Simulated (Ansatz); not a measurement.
One change: `[SiH3][SiH]1NCS1` becomes `C[SiH]1NCS1`.

Ansatz, PBE0-D4/def2-TZVP geometries, multiplicity 1. 

```json
{"property": "size of the dipole moment (ωB97M-V/def2-TZVPP) / D", "`[SiH3][SiH]1NCS1`": "2.04"}
{"property": "HOMO–LUMO gap (ωB97M-V/def2-TZVPP) / eV", "`[SiH3][SiH]1NCS1`": "9.60"}
{"property": "HOMO energy (PBE0/def2-TZVPP) / eV", "`[SiH3][SiH]1NCS1`": "-6.58"}
{"property": "LUMO energy (ωB97M-V/def2-TZVPP) / eV", "`[SiH3][SiH]1NCS1`": "0.90"}
{"property": "HOMO–LUMO gap (PBE0/def2-TZVPP) / eV", "`[SiH3][SiH]1NCS1`": "5.72"}
{"property": "HOMO–LUMO gap (B3LYP/def2-TZVPP) / eV", "`[SiH3][SiH]1NCS1`": "5.36"}
```

Question: Give the same properties after the change, and the shifts. (An estimate is asked.)

Answer: The calculation gave: 
```
                                          property  `C[SiH]1NCS1`  shift
size of the dipole moment (ωB97M-V/def2-TZVPP) / D           2.05   0.01
           HOMO–LUMO gap (ωB97M-V/def2-TZVPP) / eV          10.69   1.09
                HOMO energy (PBE0/def2-TZVPP) / eV          -6.64  -0.06
             LUMO energy (ωB97M-V/def2-TZVPP) / eV           1.85   0.95
              HOMO–LUMO gap (PBE0/def2-TZVPP) / eV           6.81   1.09
             HOMO–LUMO gap (B3LYP/def2-TZVPP) / eV           6.37   1.01
```

With PBE0 the HOMO falls by 0.06 eV and the LUMO rises by 1.03 eV, so the gap widens by about 1.09 eV. PBE moves the HOMO by 0.01 eV and ωB97M-V by -0.15 eV. Dipoles are sizes alone; their direction can turn.

B3LYP here is the variant with VWN-RPA as its local correlation; programs differ in this.
